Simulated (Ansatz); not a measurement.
Input (CCSDT(Q)/def2-SVP; Ansatz, a quantum-chemistry and plane-wave program):

Ansatz 0.2 input:
```yaml
crystal:
  periodic: [false, false, false]
  atoms:
    - {symbol: Si, position_ang: [0.07590506, 0.02250701, 1.36881321]}
    - {symbol: I, position_ang: [1.00750496, -1.67717902, -0.20968343]}
    - {symbol: I, position_ang: [-1.02755536, 1.67123377, -0.15188987]}
basis:
  gaussian:
    orbitals: def2-SVP
magnetization: {spin_polarized: false}
correlation: {method: ccsdt_q, electrons: outside_noble_gas}
```

Output:

```
Functional definition: HF
integrals: 0.09 GiB planned
1435 factors; integrals over basis functions are off by at most 1.1e-7 eV
mean field: 0.42 GiB planned
mean field evaluation 1: about -24004.3637 eV, gradient 1.6e1 eV
mean field evaluation 2: about -24004.4037 eV, gradient 1.6e1 eV
mean field evaluation 4: about -24005.5531 eV, gradient 1.4e0 eV
mean field evaluation 8: about -24005.5812 eV, gradient 4.1e-4 eV
mean field evaluation 16: about -24005.4956 eV, gradient 1.3e0 eV
mean field -24005.58116144 eV, -882.1888361155 hartree, gradient 2.1e-6 eV, S^2 0.000000; 0 other end points of the search recorded, 0 dependent functions left out; unrestricted orbitals would lower it
23 core orbitals not correlated
reference -24005.58116144 eV, -882.1888361155 hartree; 9, 9 occupied and 38, 38 virtual orbitals, 1435 factors
second order -7.36207414 eV of doubles, -0.00000000 eV of singles
coupled cluster: 0.69 GiB planned
cycle   1  -7.84957548 eV  change   -4.9e-1 eV  update   1.1e-1
cycle   2  -8.21756624 eV  change   -3.7e-1 eV  update   5.7e-2
cycle   3  -8.48289250 eV  change   -2.7e-1 eV  update   3.3e-2
cycle   4  -8.45925397 eV  change    2.4e-2 eV  update   1.1e-2
cycle   5  -8.45275383 eV  change    6.5e-3 eV  update   6.3e-3
cycle   6  -8.45789393 eV  change   -5.1e-3 eV  update   2.5e-3
cycle   7  -8.45813364 eV  change   -2.4e-4 eV  update   1.1e-3
cycle   8  -8.45743434 eV  change    7.0e-4 eV  update   3.7e-4
cycle   9  -8.45747581 eV  change   -4.1e-5 eV  update   1.6e-4
cycle  10  -8.45758814 eV  change   -1.1e-4 eV  update   5.9e-5
cycle  11  -8.45754941 eV  change    3.9e-5 eV  update   2.6e-5
cycle  12  -8.45756144 eV  change   -1.2e-5 eV  update   1.2e-5
cycle  13  -8.45755513 eV  change    6.3e-6 eV  update   4.0e-6
cycle  14  -8.45755371 eV  change    1.4e-6 eV  update   1.7e-6
coupled cluster: 0.69 GiB planned
perturbative correction -0.02528534 eV, -0.0009292193 hartree
Total energy: -24014.06400050 eV, -882.5005747010 hartree
```

 In a CCSD(T) run of this state the restricted determinant is unstable towards broken spin symmetry.

A triplet may lie lower; no result for it is given here.
